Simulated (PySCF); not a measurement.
Compound: GeH2Me(NEt2), C₅H₁₅GeN.
Geometry (PBE0-D3(BJ)/def2-SVP, Å), atoms numbered from 1 in this order:
```xyz
22
C5H15GeN angstrom
Ge     1.0383    1.3467    0.6921
H      1.1294    1.3297    2.2324
H      2.4423    1.4594    0.0577
C     -0.0507    2.8622    0.0980
H     -1.0203    2.8711    0.6168
H     -0.2370    2.7916   -0.9840
H      0.4646    3.8132    0.3016
N      0.3609   -0.2856    0.1967
C     -0.6358   -0.9512    1.0047
C     -2.0760   -0.5135    0.7496
C      0.4984   -0.7393   -1.1705
C      1.2750   -2.0437   -1.3028
H     -0.3929   -0.7926    2.0693
H     -0.5584   -2.0439    0.8511
H     -2.2132    0.5536    0.9861
H     -2.3596   -0.6585   -0.3047
H     -2.7819   -1.0908    1.3674
H     -0.4923   -0.8493   -1.6574
H      1.0173    0.0396   -1.7557
H      2.2894   -1.9284   -0.8929
H      0.7833   -2.8627   -0.7553
H      1.3552   -2.3526   -2.3571
```

Computed with TDDFT B3LYP/def2-SVPD, vertical, gas phase, core orbitals frozen in the response (PySCF). Relativistic effects, spin–orbit coupling among them, are left out although an element past zinc is present.

Excitation energies and transition dipoles (atomic units, axes of the coordinates) of those of the lowest 15 singlets that add 0.02 au or more to the mean polarisability:

```csv
state,ΔE (hartree),μx,μy,μz
S1,0.1854,-0.098,0.252,0.305
S2,0.2000,-0.091,-0.341,0.036
S3,0.2064,0.147,-0.226,0.092
S4,0.2127,0.285,0.092,-0.171
S5,0.2249,-0.205,-0.306,-0.052
S6,0.2317,0.077,-0.355,0.117
S7,0.2383,-0.228,0.122,-0.028
S8,0.2443,0.169,-0.129,0.204
S9,0.2508,-0.359,0.308,0.065
S10,0.2669,0.310,0.268,-0.137
S11,0.2752,0.292,0.303,0.319
S12,0.2778,0.000,0.291,0.182
S13,0.2796,0.077,-0.132,-0.231
S14,0.2872,0.135,-0.175,-0.095
```

Question: What does each state add to αxx, αyy and αzz, and how do the sums compare with the full static tensor?

Answer: Each state adds 2 μα² / ΔE.

```
        state  αxx (au)  αyy (au)  αzz (au)
           S1      0.10      0.69      1.01
           S2      0.08      1.17      0.01
           S3      0.21      0.50      0.08
           S4      0.76      0.08      0.28
           S5      0.38      0.83      0.02
           S6      0.05      1.09      0.12
           S7      0.44      0.12      0.01
           S8      0.23      0.14      0.34
           S9      1.03      0.75      0.03
          S10      0.72      0.54      0.14
          S11      0.62      0.67      0.74
          S12      0.00      0.61      0.24
          S13      0.04      0.13      0.38
          S14      0.13      0.21      0.06
all 15 states       4.8       7.5       3.5
full response     102.0     111.6      97.5
    share (%)         5         7         4
```

The rest comes from the higher roots of the same response equations.

Question: Give the full tensor and its principal values.

Answer: In au, rows and columns x, y, z:
```
x   102.0   0.3  -3.9
y     0.3 111.6   4.3
z    -3.9   4.3  97.5
```
Principal values 94.4, 103.8 and 112.8 au; mean 103.7 au (15.36 Å³).

Question: By how much does the contribution of these states grow at 589.3 nm?

Answer: With ω = 0.0773 hartree each state's term in the mean polarisability goes from f / ΔE² to f / (ΔE² − ω²), f = (2/3) ΔE |μ|²; the sum over all 15 states goes from 5.28 to 5.95 au, a rise of 0.67 au.

Hardware: an Intel Xeon Platinum 8259CL at 2.50 GHz with 2 threads, no GPU, shared host with 96 logical CPUs at a one-minute load of 32. Cost: 72 s wall, 2.7 min CPU (with the writing of density and orbital grids), 1.7 GiB resident at most.

One conformer stands for the species.

Without π bonds the low states may be Rydberg-like; a valence basis with one diffuse set may place them up to an eV too high.
